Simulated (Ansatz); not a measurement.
Steps of a relaxation of `C[N](C)[Sn][NH2]` with RKS PBE-D4/def2-SVP.

```sh
$ ansatz run in.yaml --threads 4 --pin off --events-out ev --progress --plain --max-ram 11315MiB
```

```yaml
crystal:
  periodic: [false, false, false]
  atoms:
    - {symbol: C, position_ang: [-1.097000, -1.030200, 0.206700]}
    - {symbol: N, position_ang: [-0.081600, -0.775500, -0.786400]}
    - {symbol: C, position_ang: [1.199600, -0.863100, -0.150500]}
    - {symbol: Sn, position_ang: [-0.212700, 1.136300, -1.597600]}
    - {symbol: N, position_ang: [-0.148800, 2.535300, -0.121200]}
    - {symbol: H, position_ang: [-1.095300, -0.220500, 1.014400]}
    - {symbol: H, position_ang: [-1.042700, -2.004100, 0.630800]}
    - {symbol: H, position_ang: [-2.095000, -0.888300, -0.312100]}
    - {symbol: H, position_ang: [1.337900, -0.096100, 0.719200]}
    - {symbol: H, position_ang: [2.035800, -0.692800, -0.862900]}
    - {symbol: H, position_ang: [1.368800, -1.881800, 0.306600]}
    - {symbol: H, position_ang: [-0.869400, 2.321600, 0.615900]}
    - {symbol: H, position_ang: [0.720800, 2.424300, 0.352000]}
basis:
  gaussian: {orbitals: def2-SVP}
hamiltonian: {xc: pbe, dispersion: d4}
relax: {f_tol: 0.03, max_steps: 200}
```

Positions (Å) and forces (eV/Å) along the path, 10 of 28 steps:

```xyz
13
step=1 energy=-11004.3689 eV
C    -1.097   -1.030    0.207   -1.268    2.758   -1.168
N    -0.082   -0.775   -0.786    0.179   -0.952    0.734
C     1.200   -0.863   -0.150    0.713    0.244    1.005
Sn   -0.213    1.136   -1.598   -0.196    0.190   -2.767
N    -0.149    2.535   -0.121   -1.967    0.503    0.906
H    -1.095   -0.221    1.014    0.018   -0.696    0.127
H    -1.043   -2.004    0.631    0.072   -1.543    0.781
H    -2.095   -0.888   -0.312    0.241   -0.423    0.458
H     1.338   -0.096    0.719    0.026   -0.707   -0.547
H     2.036   -0.693   -0.863    0.100    0.002   -0.110
H     1.369   -1.882    0.307    0.019    0.330   -0.148
H    -0.869    2.322    0.616    0.498    0.242   -0.309
H     0.721    2.424    0.352    1.565    0.052    1.039
13
step=3 energy=-11004.8505 eV
C    -1.147   -0.979    0.197    0.068    0.228   -0.101
N    -0.074   -0.734   -0.748   -0.286    0.095   -0.031
C     1.220   -0.850   -0.115    0.090    0.120    0.212
Sn   -0.205    1.168   -1.782    0.198   -0.056    0.113
N    -0.194    2.504   -0.115   -0.197   -0.412    0.718
H    -1.153   -0.271    1.078   -0.045   -0.116    0.000
H    -1.081   -2.007    0.619   -0.025   -0.091    0.061
H    -2.141   -0.895   -0.302    0.034   -0.030    0.030
H     1.383   -0.149    0.759    0.004   -0.080   -0.099
H     2.049   -0.669   -0.840   -0.029    0.013   -0.018
H     1.386   -1.879    0.292   -0.022   -0.014   -0.065
H    -0.787    2.127    0.679    0.695    0.199   -0.625
H     0.765    2.597    0.293   -0.486    0.144   -0.194
13
step=4 energy=-11004.9125 eV
C    -1.163   -0.978    0.193    0.111   -0.042   -0.047
N    -0.081   -0.726   -0.740   -0.311    0.143    0.031
C     1.212   -0.846   -0.102    0.065    0.028    0.087
Sn   -0.175    1.165   -1.786    0.224    0.035    0.075
N    -0.224    2.489   -0.112    0.461   -0.697    1.328
H    -1.181   -0.290    1.086   -0.035   -0.046    0.020
H    -1.098   -2.015    0.607   -0.021    0.031    0.010
H    -2.152   -0.898   -0.311    0.000    0.007   -0.001
H     1.374   -0.160    0.779   -0.007   -0.010   -0.019
H     2.040   -0.654   -0.824   -0.031    0.016   -0.009
H     1.378   -1.882    0.286   -0.020   -0.020   -0.052
H    -0.665    1.987    0.732    0.857    0.660   -1.053
H     0.756    2.773    0.207   -1.292   -0.105   -0.372
13
step=6 energy=-11005.2189 eV
C    -1.186   -0.961    0.193   -0.005    0.096   -0.136
N    -0.102   -0.697   -0.727   -0.086   -0.025   -0.034
C     1.190   -0.838   -0.088   -0.040   -0.003    0.033
Sn   -0.064    1.155   -1.818    0.013    0.034    0.283
N    -0.223    2.329   -0.078    0.745   -0.133    0.413
H    -1.219   -0.274    1.085   -0.033   -0.038    0.056
H    -1.118   -1.996    0.606    0.006   -0.040    0.025
H    -2.171   -0.885   -0.318    0.018    0.008    0.013
H     1.341   -0.182    0.818    0.025   -0.026   -0.035
H     2.018   -0.607   -0.799   -0.002    0.023    0.006
H     1.364   -1.888    0.253   -0.004   -0.041   -0.012
H    -0.349    1.780    0.804    0.182    0.380   -0.514
H     0.541    3.028    0.083   -0.818   -0.234   -0.098
13
step=7 energy=-11005.3246 eV
C    -1.188   -0.964    0.193   -0.023    0.036   -0.077
N    -0.104   -0.703   -0.725   -0.001    0.105    0.007
C     1.184   -0.866   -0.081    0.003   -0.034   -0.001
Sn   -0.038    1.154   -1.809   -0.027   -0.041    0.115
N    -0.188    2.317   -0.088    0.544   -0.001    0.283
H    -1.208   -0.293    1.098   -0.036   -0.022    0.025
H    -1.126   -2.006    0.592   -0.010   -0.037    0.012
H    -2.175   -0.873   -0.311    0.006    0.023   -0.001
H     1.319   -0.255    0.858    0.024   -0.020   -0.035
H     2.017   -0.586   -0.770   -0.019   -0.017    0.017
H     1.363   -1.931    0.208    0.010   -0.015   -0.005
H    -0.239    1.806    0.814    0.063    0.260   -0.287
H     0.403    3.163    0.033   -0.534   -0.236   -0.053
13
step=17 energy=-11005.5709 eV
C    -1.077   -0.832    0.274   -0.234   -0.110    0.132
N     0.090   -0.536   -0.518    0.263   -0.022    0.146
C     1.301   -1.192   -0.063   -0.162   -0.260    0.132
Sn    0.269    1.211   -1.697    0.042    0.123    0.286
N    -0.284    2.523   -0.173   -0.139   -0.068    0.105
H    -1.010   -0.506    1.357    0.004   -0.074   -0.226
H    -1.282   -1.945    0.299    0.070    0.349    0.002
H    -1.991   -0.354   -0.162    0.243   -0.086    0.150
H     1.627   -0.881    0.980   -0.138   -0.112   -0.332
H     2.155   -0.959   -0.738   -0.015    0.002   -0.017
H     1.197   -2.321   -0.041    0.013    0.398    0.000
H    -0.468    2.237    0.806    0.007    0.117   -0.437
H    -0.507    3.521   -0.310    0.045   -0.255    0.060
13
step=18 energy=-11005.6495 eV
C    -1.040   -0.780    0.307   -0.192   -0.093    0.077
N     0.132   -0.501   -0.485    0.205   -0.031    0.092
C     1.312   -1.240   -0.082   -0.139   -0.207    0.151
Sn    0.415    1.242   -1.640    0.000    0.106    0.277
N    -0.409    2.504   -0.208   -0.038    0.177   -0.035
H    -0.953   -0.494    1.396    0.032   -0.034   -0.153
H    -1.279   -1.882    0.298    0.057    0.241    0.014
H    -1.939   -0.259   -0.103    0.198   -0.039    0.105
H     1.664   -0.976    0.962   -0.101   -0.119   -0.286
H     2.166   -1.021   -0.763   -0.020   -0.020   -0.010
H     1.150   -2.360   -0.091    0.023    0.358   -0.015
H    -0.656    2.209    0.748   -0.010    0.052   -0.238
H    -0.543    3.523   -0.323   -0.015   -0.391    0.021
13
step=19 energy=-11005.7306 eV
C    -0.999   -0.727    0.340   -0.106   -0.018    0.052
N     0.179   -0.467   -0.448    0.274   -0.067    0.058
C     1.319   -1.296   -0.103   -0.128   -0.136    0.135
Sn    0.578    1.285   -1.544   -0.110    0.129    0.264
N    -0.467    2.506   -0.224   -0.121    0.331   -0.117
H    -0.889   -0.486    1.433    0.032   -0.011   -0.059
H    -1.279   -1.814    0.294    0.025    0.116    0.003
H    -1.874   -0.152   -0.040    0.129   -0.002    0.055
H     1.696   -1.101    0.944   -0.080   -0.111   -0.225
H     2.175   -1.091   -0.786   -0.033   -0.034   -0.001
H     1.092   -2.400   -0.159    0.019    0.296   -0.020
H    -0.819    2.202    0.694    0.000    0.012   -0.196
H    -0.693    3.505   -0.386    0.098   -0.504    0.050
13
step=25 energy=-11005.8997 eV rejected
C    -0.842   -0.617    0.539    0.083   -0.016    0.061
N     0.379   -0.334   -0.174    0.065    0.073    0.019
C     1.340   -1.412   -0.145   -0.183   -0.149   -0.185
Sn    0.842    1.415   -1.220   -0.046    0.039    0.148
N    -0.714    2.509   -0.412    0.126    0.141   -0.233
H    -0.686   -0.692    1.646   -0.030    0.015   -0.002
H    -1.288   -1.593    0.223    0.004   -0.010   -0.024
H    -1.610    0.162    0.354    0.034    0.001   -0.007
H     1.658   -1.704    0.888   -0.020    0.092    0.020
H     2.260   -1.150   -0.711   -0.018    0.035    0.019
H     0.917   -2.336   -0.615    0.080   -0.083    0.041
H    -1.354    2.237    0.334   -0.077   -0.079    0.149
H    -0.882    3.480   -0.693   -0.018   -0.060   -0.005
13
step=28 energy=-11005.9132 eV
C    -0.833   -0.608    0.540    0.008   -0.006    0.005
N     0.390   -0.335   -0.173   -0.019    0.001    0.001
C     1.332   -1.429   -0.160    0.002    0.005    0.001
Sn    0.902    1.456   -1.118    0.005    0.002   -0.004
N    -0.754    2.493   -0.448   -0.007    0.013    0.009
H    -0.688   -0.674    1.649   -0.004   -0.002    0.000
H    -1.281   -1.582    0.223    0.002    0.003   -0.001
H    -1.593    0.175    0.341    0.001    0.001   -0.001
H     1.676   -1.691    0.873    0.002    0.001    0.002
H     2.238   -1.177   -0.752    0.005   -0.007    0.000
H     0.898   -2.365   -0.593   -0.001   -0.001   -0.003
H    -1.352    2.233    0.342    0.003   -0.007   -0.004
H    -0.914    3.470   -0.710    0.003   -0.004   -0.005
```

It took 44 s on 4 threads of an Intel Xeon Platinum 8259CL on a shared host, with 0.19 GiB of host memory at the peak.
